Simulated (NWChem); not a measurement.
# Atomisation of BI3

SMILES: IB(I)I
```xyz
4

B      0.0000     0.0000     0.0000
I      0.0000     0.0000     2.1350
I      1.8490     0.0000    -1.0675
I     -1.8490     0.0000    -1.0675
```
Charge 0, spin multiplicity 1.

Program: NWChem. The geometry was optimised at PBE/def2-SVP with def2 effective core potentials on I, a minimum by its harmonic frequencies.

Basis set: def2-TZVP. The atomisation energy is electronic alone: no zero-point, thermal, spin-orbit or counterpoise terms. No value is extrapolated to the basis-set limit. Free atoms are single determinants with multiplicities B 2, I 2.

Effective core potentials replace the inner electrons of I; spin-orbit coupling is left out. B3LYP has NWChem's definition, with VWN1-RPA local correlation. The structure started from a generated list of species. No SCF solution was tested for a lower state.

Question: For the atomisation energy, B3LYP gives 214.7 kcal/mol and BP86 gives 232.1 kcal/mol. What do PBE, PBE0, TPSS give?

Answer: PBE: 238.5 kcal/mol; PBE0: 230.9 kcal/mol; TPSS: 227.3 kcal/mol.
